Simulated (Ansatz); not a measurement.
Reactions of C2H7FOSi2 (`C=C[SiH2]O[SiH2]F`).

Isolated molecules relaxed with PBE0-D4/def2-TZVP in Ansatz; ΔE leaves out vibrations. CCSD(T)/CBS adds triple-zeta CCSD(T) − MP2 to the extrapolated MP2 energy (def2 sets, frozen cores). This one scheme is used for every species. For Se outer-core shells are correlated without core-valence functions, which leaves a few kJ/mol of doubt a bond. Scalar relativity is left out up to krypton. One conformer a species, not always the lowest.

(1) Order these by ΔE at CCSD(T)/CBS, lowest first. (Best estimate.)
A. `C=C[SiH2]O[SiH2]F` + `BN` → `BN[SiH2]C=C` + `O[SiH2]F`
B. `C=C[SiH2]O[SiH2]F` + BH₃ → `B[SiH2]O[SiH2]F` + `C=C`
C. `C=C[SiH2]O[SiH2]F` + HCl → `F[SiH2]O[SiH2]Cl` + `C=C`
D. `C=C[SiH2]O[SiH2]F` + `[NH2][AlH2]` → `F[SiH2][NH][AlH2]` + `C=C[SiH2]O`
E. `C=C[SiH2]O[SiH2]F` + H₂ → `F[SiH2]O[SiH3]` + `C=C`
F. `C=C[SiH2]O[SiH2]F` + `O=C(S)C[SeH]` → `C=C[SiH2]C(=O)S` + `F[SiH2]OC[SeH]`
G. `C=C[SiH2]O[SiH2]F` + `O[SiH3]` → `C=C[SiH2]O[SiH3]` + `O[SiH2]F`

Largest T1 diagnostic: 0.016, for `C=C[SiH2]C(=O)S`.

Results:

(1) C (-101.5 kJ/mol), E (-11.5 kJ/mol), G (-1.5 kJ/mol), B (+27.1 kJ/mol), D (+54.1 kJ/mol), A (+65.1 kJ/mol), F (+186.6 kJ/mol).
